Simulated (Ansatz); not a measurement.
Ansatz (an electronic-structure program) input:
A basis named .json is the Basis Set Exchange file of that set.

Ansatz 0.2 input:
```yaml
crystal:
  periodic: [false, false, false]
  atoms:
    - {symbol: Fe, position_ang: [-0.00000000, -0.00000000, -1.35066566]}
    - {symbol: Br, position_ang: [0.00000000, 0.00000000, 1.00335163]}
basis:
  gaussian:
    orbitals: def2-TZVPPD.json
    fitting: {mean_field: def2-universal-jkfit, correlation: def2-TZVPPD-RIFIT.json}
total_charge: 1
magnetization: {spin_polarized: true, initial_magnetization: 4}
correlation: {method: mp2, electrons: outside_noble_gas}
```

Q: What final total energy does it print?

A: -3834.96316 Eh (RI-MP2/def2-TZVPPD). The basis has 124 functions.

This state (charge 1, quintet) is run at the relaxed geometry of the species with charge 0 and multiplicity 6.
